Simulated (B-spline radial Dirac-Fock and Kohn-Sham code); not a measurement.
# K-line shifts caused by a second vacancy in Os⁵⁶⁺

System: the Os⁵⁶⁺ ion, configuration [Ar] 3d2.

Input of the calculation (task.json; shells as n, l, electrons):

```json
{"items": [{
  "Z": 76,
  "q": 56,
  "cfg": [[1, 0, 2], [2, 0, 2], [2, 1, 6], [3, 0, 2], [3, 1, 6], [3, 2, 2]],
  "A": 192,
  "rrms": 5.4126,
  "do": ["binding", "quiet", "double"]
}]}
```

Run with: `python xray_run.py task.json out`

The computed values come from a radial finite-basis atomic code: multi-electron Dirac-Fock with separately optimised hole states, Breit and Lamb-shift corrections added in first order. Each two-hole energy is an average over J within one jj subconfiguration, not an observable level; in light atoms, where LS coupling holds, the j-resolved values are not observed lines, and for a K spectator the Kα1 hypersatellite is nearly forbidden. Correlation and solid-state effects are left out.

Lines without a spectator: Kα2 (K-L2) 61570.9 eV, Kα1 (K-L3) 63108.3 eV, Kβ3 (K-M2) 71655.9 eV, Kβ1 (K-M3) 72043.7 eV. Shifts in eV with one spectator hole (a dash: not computed, or left out as unreliable):

| spectator hole | Kα2 | Kα1 | Kβ3 | Kβ1 |
| --- | --- | --- | --- | --- |
| K (1s) | +1024.7 | +1108.0 | +1339.3 | +1361.1 |
| L2 (2p1/2) | +136.9 | +185.4 | – | +356.6 |
| L3 (2p3/2) | +102.2 | +113.5 | +267.3 | – |
| M2 (3p1/2) | – | +36.1 | +73.2 | +85.2 |
| M3 (3p3/2) | +20.26 | – | +63.4 | +65.2 |
